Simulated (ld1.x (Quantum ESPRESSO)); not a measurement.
**Xe (Z = 54) TM: all-electron and pseudo phase curves**

- Element: xenon
- Generator: ld1.x (Quantum ESPRESSO) 7.5
- Type: norm-conserving Troullier–Martins (Kleinman–Bylander form)
- Functional: LDA (PZ)
- Relativity: non-relativistic
- Frozen core: [Kr]
- Valence charge: 18
- Reference configuration: 4d10 5s2 5p6
- Partial waves: 5s (bound): rc 1.60 bohr; 4d (bound): rc 1.05 bohr; 4f channel at 0.1 Ry: rc 1.45 bohr; 5p (bound): rc 1.80 bohr
- Local potential: the p channel
- Core correction: none

The phase is arctan(r·u′/u) with u = r·R(r), unwrapped; energies in Ry, scanned from -7 to 5 Ry. A pole is an energy at which the radial function vanishes at the test radius. The pseudo phase is shifted by a multiple of π to meet the all-electron one at the reference energy, and phase errors are pseudo minus all-electron; the curves can meet again beyond the range given. Levels narrower than the energy grid can be missing from the lists of poles.

Problem. For each channel, where are the poles, and over which energies does the pseudopotential scatter like the atom?

Solution.

```json
{"channel": "s", "radius (bohr)": "1.95", "reference energy (Ry)": "-1.34", "poles, all-electron": "2.28", "poles, pseudo": "-0.45, 4.44", "unbroken range about the reference energy with phases within 0.05 rad": "-2.0 to -0.9", "phase error 1 Ry above the reference energy (rad)": "-0.925"}
{"channel": "p", "radius (bohr)": "1.95", "reference energy (Ry)": "-0.62", "poles, all-electron": "3.95", "poles, pseudo": "3.46", "unbroken range about the reference energy with phases within 0.05 rad": "below 5.0", "phase error 1 Ry above the reference energy (rad)": "-0.008"}
{"channel": "d", "radius (bohr)": "1.95", "reference energy (Ry)": "-4.57", "poles, all-electron": "-4.42", "poles, pseudo": "-4.42", "unbroken range about the reference energy with phases within 0.05 rad": "below -1.2", "phase error 1 Ry above the reference energy (rad)": "+0.012"}
{"channel": "f", "radius (bohr)": "1.95", "reference energy (Ry)": "0.10", "poles, all-electron": "2.23", "poles, pseudo": "2.68", "unbroken range about the reference energy with phases within 0.05 rad": "below 0.8", "phase error 1 Ry above the reference energy (rad)": "+0.131"}
```

Phases in the p channel:

| E (Ry) | all-electron | pseudo |
| --- | --- | --- |
| -7.00 | 1.351 | 1.344 |
| -6.74 | 1.345 | 1.338 |
| -6.48 | 1.339 | 1.332 |
| -6.22 | 1.332 | 1.325 |
| -5.96 | 1.324 | 1.318 |
| -5.70 | 1.316 | 1.310 |
| -5.44 | 1.307 | 1.301 |
| -5.18 | 1.297 | 1.291 |
| -4.92 | 1.287 | 1.280 |
| -4.66 | 1.275 | 1.269 |
| -4.40 | 1.261 | 1.255 |
| -4.14 | 1.246 | 1.240 |
| -3.88 | 1.229 | 1.223 |
| -3.62 | 1.210 | 1.203 |
| -3.36 | 1.187 | 1.180 |
| -3.10 | 1.159 | 1.153 |
| -2.84 | 1.127 | 1.121 |
| -2.58 | 1.088 | 1.082 |
| -2.32 | 1.039 | 1.033 |
| -2.06 | 0.976 | 0.971 |
| -1.80 | 0.895 | 0.890 |
| -1.54 | 0.785 | 0.781 |
| -1.28 | 0.635 | 0.631 |
| -1.02 | 0.425 | 0.424 |
| -0.76 | 0.147 | 0.147 |
| -0.50 | -0.181 | -0.182 |
| -0.24 | -0.500 | -0.502 |
| 0.02 | -0.757 | -0.762 |
| 0.28 | -0.947 | -0.954 |
| 0.54 | -1.083 | -1.093 |
| 0.80 | -1.184 | -1.194 |
| 1.06 | -1.259 | -1.271 |
| 1.32 | -1.318 | -1.331 |
| 1.58 | -1.364 | -1.379 |
| 1.84 | -1.402 | -1.418 |
| 2.10 | -1.434 | -1.452 |
| 2.36 | -1.461 | -1.480 |
| 2.62 | -1.485 | -1.505 |
| 2.88 | -1.505 | -1.527 |
| 3.14 | -1.524 | -1.548 |
| 3.40 | -1.540 | -1.566 |
| 3.66 | -1.555 | -1.584 |
| 3.92 | -1.569 | -1.601 |
| 4.18 | -1.582 | -1.618 |
| 4.44 | -1.595 | -1.634 |
| 4.70 | -1.607 | -1.651 |
| 4.96 | -1.618 | -1.667 |
